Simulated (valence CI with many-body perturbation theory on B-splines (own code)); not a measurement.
# Sensitivity of CI+MBPT for Pd XXV

Calculated by configuration interaction combined with many-body perturbation theory (CI+MBPT): four valence electrons over a frozen Dirac-Fock core [Ar], radial functions for each j: 6 s, 6 p, 5 d, 5 f, 1 g, with the one-electron correlation potential Σ1, the two-electron term Σ2, the three-electron term Σ3, Breit, model QED; selected CI, second order for the rest, scaled by the run's own slope (own B-spline code, finite nucleus).

No measured levels were compared; by estimate terms of the open shell hold to 2 to 4 % of their energy, and close levels can change places. Only levels of the ground parity were solved; by the run's estimate the other parity begins above the list, which can be wrong where configurations are misplaced.

The reference run has the lowest level 3d⁴ ⁵D_0 and an ionisation energy of 1218.18 eV. Its largest variational space holds 8145 state functions.

Names give the largest LS component (configuration and term), which can be under half, so a name can repeat, a term be missing and a line seem to break the LS rules; names also repeat where a configuration has a term twice.

Changed runs:
A. scale of Σ2 1 → 0.8; QED terms on → off
B. size limit of the variational space 10000 → 3000; second order for the rest on → off
C. highest l with Σ1, explicit Σ2 and valence Breit (higher l get mean screening factors) 3 → 1
D. highest l in the core sums 6 → 1 (bad on purpose)

Excitation energies of the reference run in cm⁻¹, and shifts in cm⁻¹:

| Level | Reference | A | B | C | D |
| --- | --- | --- | --- | --- | --- |
| 3d⁴ ⁵D_1 | 23082 | -364 | +76 | -1581 | +807 |
| 3d⁴ ⁵D_2 | 42412 | -523 | +373 | -1940 | +1213 |
| 3d⁴ ⁵D_3 | 57126 | -561 | +482 | -1622 | +1343 |
| 3d⁴ ⁵D_4 | 66057 | -492 | +571 | -423 | +1323 |
| 3d⁴ ³P_0 | 97682 | -143 | 0 | -800 | -1535 |
| 3d⁴ ³H_4 | 106223 | -493 | +835 | -2023 | +3699 |
| 3d⁴ ³G_3 | 126877 | -137 | +926 | -2038 | +3109 |
| 3d⁴ ³F_2 | 131269 | +23 | +879 | -848 | +1014 |
| 3d⁴ ³H_5 | 132365 | -612 | +252 | -2090 | +5280 |
| 3d⁴ ³P_1 | 133946 | -73 | +191 | -563 | -788 |
| 3d⁴ ³H_6 | 142766 | -769 | +47 | -1290 | +5828 |
| 3d⁴ ³G_4 | 156507 | -372 | +887 | -2035 | +4161 |
| Ionisation energy (eV) | 1218.18 | -1.52 | +0.0012 | -1.88 | -0.98 |
